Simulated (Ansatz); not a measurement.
Reaction (formal hydrolysis of a C–C bond): `C=C(S)C[SeH]` + H₂O → `C=C(O)S` + `C[SeH]`

Gas-phase electronic energies from Ansatz, PBE0-D4/def2-TZVP geometries. CCSD(T)/CBS is the MP2 limit (def2-TZVPP, def2-QZVPP) plus CCSD(T) − MP2 in def2-TZVPP, frozen cores. This one scheme is used for every species. For Se outer-core shells are correlated without core-valence functions, which leaves a few kJ/mol of doubt a bond. Scalar relativity is left out up to krypton. One conformer a species, not always the lowest.

`C=C(S)C[SeH]`:

Cartesian coordinates in Å:
```
C -1.124 0.434 1.431
C -0.634 -0.072 0.301
S -1.417 -1.444 -0.475
C 0.523 0.550 -0.404
Se 2.079 -0.665 -0.458
H -0.700 1.335 1.859
H -1.963 -0.021 1.943
H -0.282 -1.952 -0.995
H 0.276 0.771 -1.442
H 0.831 1.463 0.102
H 2.411 -0.399 -1.862
```

H₂O:

Cartesian coordinates in Å:
```
O -0.096 0.362 0.106
H -0.689 -0.373 -0.065
H 0.785 0.011 -0.041
```

`C=C(O)S`:

Z-matrix (Å, degrees):
```
C
C 1 1.328
H 1 1.083 2 120.0
H 1 1.079 2 120.5 3 179.3
O 2 1.355 1 121.8 3 -5.5
S 2 1.767 1 121.7 3 172.0
H 5 0.963 2 108.6 1 156.8
H 6 1.347 2 96.3 1 126.7
```

`C[SeH]`:

Z-matrix (Å, degrees):
```
C
Se 1 1.949
H 1 1.088 2 110.6
H 1 1.087 2 110.6 3 -123.3
H 1 1.089 2 106.0 3 118.4
H 2 1.468 1 95.4 3 61.7
```

```json
{"species": "`C=C(S)C[SeH]`", "SCS-MP2/def2-QZVPP energy (Eh)": "-2915.80946"}
{"species": "H₂O", "SCS-MP2/def2-QZVPP energy (Eh)": "-76.34808"}
{"species": "`C=C(O)S`", "SCS-MP2/def2-QZVPP energy (Eh)": "-551.31381"}
{"species": "`C[SeH]`", "SCS-MP2/def2-QZVPP energy (Eh)": "-2440.82791"}
```

(1) Work out ΔE.

Largest T1 diagnostic among the species: 0.012.

## Answers

(1) ΔE = (-551.31381) + (-2440.82791) − (-2915.80946) − (-76.34808) = 0.01582 Eh = +9.9 kcal/mol. CCSD(T)/CBS gives +10.0 kcal/mol.

From PBE to PBE0 (25 % exact exchange), in def2-TZVPP and without D4, ΔE moves by +0.8 kcal/mol. In def2-TZVPP, CCSD(T) changes the Hartree–Fock value by +5.8 kcal/mol (the triples alone add +0.7 kcal/mol) and MP2 by +8.4 kcal/mol. The D4 term adds +3.3 kcal/mol with B3LYP and +1.8 kcal/mol with PBE0; it sums over pairs of atoms, weighted by their polarisabilities, and B3LYP, whose exchange is more repulsive, gets the larger term.

B3LYP here is the variant with VWN-RPA as its local correlation; programs differ in this.
